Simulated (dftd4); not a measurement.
CH2 (SMILES [CH2]), singlet, at a GFN2-xTB geometry; D4 for tpssh (dftd4).

dftd4 was given this input:
```
$ dftd4 mol.xyz --func tpssh --charge 0 --json dftd4.json --noedisp --property

# file mol.xyz
3

C      0.00106484     0.16389984     0.01623868
H     -0.88481843    -0.48695954    -0.03874538
H      0.87842936    -0.49643949    -0.05868670
```

What the program printed (banner, timings and long lists left out):

```
                    ____  _____ _____     ____  _  _
      -------------|  _ \|  ___|_   _|---|  _ \| || |------------
     |             | | | | |_    | | ___ | | | | || |_           |
     |             | |_| |  _|   | ||___|| |_| |__   _|          |
     |             |____/|_|     |_|     |____/   |_|            |
     |             ===================================           |
     |            E. Caldeweyher, S. Ehlert & S. Grimme          |
     |          Mulliken Center for Theoretical Chemistry        |
     |                    University of Bonn                     |
      -----------------------------------------------------------

Rational (Becke-Johnson) damping: tpssh-D4-ATM
---------------------
  s6         1.0000
  s8         1.8590
  s9         1.0000
  a1         0.4429
  a2         4.6023
 alp        16.0000
--------------------

Atomic data, radii in Ångström:
------------------------------------------------------
   Z          R(cov)      r4/r2   hardness         EN
------------------------------------------------------
   6 C        1.0000     1.6431     0.4220     2.5500
   1 H        0.4267     1.0622     0.4726     2.2000
------------------------------------------------------

Atomic reference systems (in atomic units):
----------------------------------------------------------------------------
   Z        #      CN     q+Z       C6(AA)   #      CN     q+Z       C6(AA)
----------------------------------------------------------------------------
   6 C      1  0.0000  6.0000      49.3833   2  0.9189  5.8288      52.1688
            3  1.9079  5.8579      35.6972   4  2.8312  5.7775      35.8445
            5  3.7487  5.7435      28.6317   6  2.9183  5.8956      32.2504
            7  0.8556  6.2103      25.6194
   1 H      1  0.0000  1.0000       7.6362   2  0.8942  1.0000       3.0374
----------------------------------------------------------------------------

Atomic properties (in atomic units):
----------------------------------------------------------------------------
     #    Z              CN          q      C6(AA)        C8(AA)   alpha(0)
----------------------------------------------------------------------------
     1    6 C        1.8462    -0.2645     39.8063     1151.2665    10.1802
     2    1 H        0.9231     0.1322      1.5182       18.3523     1.9269
     3    1 H        0.9231     0.1322      1.5182       18.3523     1.9269
----------------------------------------------------------------------------

Molecular properties (in atomic units):
----------------------------------------
 molecular C6                  76.9566
 molecular C8                1805.7658
----------------------------------------

Dispersion energy:      -4.1276059220022E-04 Eh

[Info] JSON dump of results written to 'dftd4.json'
```
